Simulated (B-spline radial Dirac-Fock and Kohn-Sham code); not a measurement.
Model: multi-electron Dirac-Fock with separately optimised hole states, Breit and Lamb-shift corrections added in first order. Program: a B-spline atomic structure program. K edges are those of the screened (neutral excited atom) model, which lie within a few eV to tens of eV of tabulated edges.

An X-ray tube with a manganese target emits Kα1 at 5896.7 eV and Kβ1 at 6487.6 eV. K edges of lighter neighbours: Ca 4043.0 eV, Sc 4491.2 eV, Ti 4966.5 eV, V 5466.0 eV, Cr 5989.2 eV.

**Question.** Which of these can serve as a Kβ filter, and which fluoresce under Kα1?

**Answer.** A Kβ filter needs its edge between the two lines: Cr. Kα1 lies above the K edges of Ca, Sc, Ti, V, which therefore fluoresce.

Values without a named source are computed, but for edge energies of neutral atoms, which are taken from tables.
